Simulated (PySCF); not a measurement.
## Correlation energy of Au⁻ (gold, charge -1)

[Xe] 4f14 5d10 6s2, closed-shell 1S. Calculation: PySCF 2.14, in def2-QZVPPD with the def2 core potential (60 electrons) (7s5p4d4f2g, 88 functions); a scalar-relativistic core potential. Frozen: 5s2 5p6; 12 electrons correlated.

MP2 pair energies summed by pair of shells (mhartree):

```csv
pair,energy,share (%)
5d-5d,-341.90,75.7
5d-6s,-92.19,20.4
6s-6s,-17.52,3.9
```

Total MP2 correlation energy: -451.60 mhartree.

Same-spin part -152.58 and opposite-spin part -299.03 mhartree; SCS-MP2 scales them by 1/3 and 6/5 to -409.69 mhartree.
